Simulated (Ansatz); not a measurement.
`COB(F)Cl` + CH₃SH → `CSB(F)Cl` + CH₃OH at 600 K and 1 bar (ligand exchange at a B–O bond).

Program: Ansatz. Geometries: PBE0-D4/def2-TZVP. ΔE: electronic, gas phase. CBS: MP2 limit from def2 TZ/QZ plus the TZ coupled-cluster correction, frozen cores. This one scheme is used for every species. Each species was taken in one conformer, which may not be the lowest.

```tsv
species	CCSD(T)/CBS energy (Eh)	H − E (kJ/mol)	S (J/(mol·K))
`COB(F)Cl`	-699.54205	183.1	405.5
CH₃SH	-438.22835	152.3	296.8
`CSB(F)Cl`	-1022.12842	176.9	417.8
CH₃OH	-115.61712	163.6	277.3
```

H − E and S are ideal-gas, rigid-rotor, harmonic terms from PBE0-D4/def2-TZVP, for one conformer and one mirror image of each species. 1 Eh = 2625.50 kJ/mol, R = 8.31446 J/(mol·K).

**Question.** By hand: ΔE, ΔH, ΔS and ΔG.

**Answer.** ΔE = (-1022.12842) + (-115.61712) − (-699.54205) − (-438.22835) = 0.02486 Eh = 65.3 kJ/mol. Δ(H − E) = 176.9 + 163.6 − 183.1 − 152.3 = 5.1, so ΔH = 70.4 kJ/mol. ΔS = 417.8 + 277.3 − 405.5 − 296.8 = -7.2 J/(mol·K). ΔG = 70.4 − 600 × (-7.2)/1000 = 74.7 kJ/mol.

**Question.** By hand: the equilibrium constant, and the temperature at which ΔG would vanish if ΔH and ΔS stayed fixed.

**Answer.** log₁₀ K = −ΔG/(RT ln 10) = -6.5. ΔH and −TΔS have one sign here, so there is no such temperature.

The number of gas molecules stays the same, so ΔS is small and ΔH decides. A doubt of 5 kJ/mol in ΔE shifts log₁₀ K by 0.4 here. Other conformers and mirror images would add mixing entropy, several J/(mol·K) or more a flexible species. Modes under 60 cm⁻¹, often nearly free rotors, make the harmonic entropy too high. These are equilibria of isolated gas molecules and say nothing of rates. Largest T1 diagnostic: 0.012 (customary marks: 0.02 for closed shells, 0.045 for open ones).

ΔS is within the doubt of such terms, so its sign, and with it that verdict, could turn.
